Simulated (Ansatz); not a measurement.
Stepwise reaction of `[F][Ge]([SH])([Cl])[Cl]` with hydrogen fluoride, as a gas-phase model of exchange steps in deposition or etching. ΔE in kJ/mol; ΔG adds harmonic PBE0-D4 terms to CCSD(T)/CBS, at 1 bar.

Gas-phase electronic energies from Ansatz, PBE0-D4/def2-TZVP geometries. CBS: MP2 limit from def2 TZ/QZ plus the TZ coupled-cluster correction, frozen cores. This one scheme is used for every species. Functionals use def2-TZVPP. B3LYP here is the variant with VWN-RPA as its local correlation; programs differ in this. For Ge outer-core shells are correlated without core-valence functions, which leaves a few kJ/mol of doubt a bond. Scalar relativity is left out up to krypton. Each species was taken in one conformer, which may not be the lowest.

```
step                                                        reaction  PBE-D4  B3LYP-D4  ωB97M-V  CCSD(T)/CBS  ΔG(500 K)
   2  `[F][Ge]([F])([SH])[Cl]` + H–F → `[F][Ge]([F])([F])[SH]` + HCl    11.7       7.6      6.4         10.3        4.0
```

(1) Give the row of step 1, `[F][Ge]([SH])([Cl])[Cl]` + H–F → `[F][Ge]([F])([SH])[Cl]` + HCl. (Best estimate.)

(2) By hand: ΔE of the 2 steps together at CCSD(T)/CBS.

Results:

(1) Ansatz gave: 
```
step                                                          reaction  PBE-D4  B3LYP-D4  ωB97M-V  CCSD(T)/CBS  ΔG(500 K)
   1  `[F][Ge]([SH])([Cl])[Cl]` + H–F → `[F][Ge]([F])([SH])[Cl]` + HCl    11.9       8.2      7.0         11.8        4.7
```

(2) (11.8) + (10.3) = 22.1 kJ/mol, or 11.1 kJ/mol a step.

In ΔE the steps differ by no more than 1.5 kJ/mol. All are uphill at CCSD(T)/CBS. ΔG lies between 4.0 and 4.7 kJ/mol a step. PBE-D4 differs from CCSD(T)/CBS by 0.1 to 1.4 kJ/mol a step. Isolated molecules leave out the surface, adducts and barriers. Largest T1 diagnostic: 0.012.
